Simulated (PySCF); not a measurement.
CHI₂, SMILES I[CH]I (connectivity only; charge and spin as stated), charge +1, multiplicity 1.

Geometry optimised at PBE-D3(BJ)/def2-SVP. The spin state was assumed, not searched. The isomer is the one that the SMILES or the coordinates give; other isomers of the formula were not compared. The def2 effective core potentials stand for the cores of I; spin–orbit coupling is left out.

Calculation: CAM-B3LYP/def2-TZVPD in PySCF.

Symmetry labels are those of the subgroup C2v that the program uses (full group C2v).

Computed valence orbital energies around the gap with their symmetry:
```csv
orbital,symmetry,energy (eV)
HOMO−7,B2,-27.65
HOMO−6,A1,-24.27
HOMO−5,A1,-19.69
HOMO−4,B2,-18.39
HOMO−3,B1,-16.75
HOMO−2,A1,-14.82
HOMO−1,A2,-14.63
HOMO,B2,-14.55
LUMO,B1,-8.50
LUMO+1,A1,-6.11
LUMO+2,B2,-4.13
LUMO+3,A1,-3.26
```
